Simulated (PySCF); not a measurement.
**Mn: excitation energy**

Mn [Ar] 3d5 4s2 (6S) → Mn [Ar] 3d5 4s1 5s1 (8S), as a difference of total energies. Computed with PySCF 2.14 in aug-cc-pVDZ, with the non-relativistic Hamiltonian (point nucleus). Correlated levels: valence: [Ar] frozen. The calculations carry no spin-orbit coupling.

```csv
method,excitation energy (cm⁻¹)
UHF,29161
MP2 (valence),35999
SCS-MP2 (valence),38036
CCSD (valence),37501
CCSD(T) (valence),37977
```

The promoted electron is Rydberg-like, and one or two diffuse shells describe it only roughly, which tends to raise the upper state.
